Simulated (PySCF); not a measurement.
TaF4, SMILES [F][Ta+]([F])([F])[F], charge +1, multiplicity 1. Coordinates come from a PBE0-D3(BJ)/def2-SVP optimisation. The multiplicity is an assumed one; other spin states were not compared. The isomer is the one that the SMILES or the coordinates give; other isomers of the formula were not compared. The def2 effective core potentials stand for the cores of Ta; spin–orbit coupling is left out.

Computed equilibrium geometry at PBE0-D3(BJ)/def2-SVP (PySCF confirms it by a frequency run) as Cartesian coordinates in Å, and its point group:
point group Td.
```xyz
5

Ta     0.0000     0.0000     0.0000
F     -1.0453     1.0453    -1.0453
F      1.0453     1.0453     1.0453
F      1.0453    -1.0453    -1.0453
F     -1.0453    -1.0453     1.0453
```
Charge +1, spin multiplicity 1.
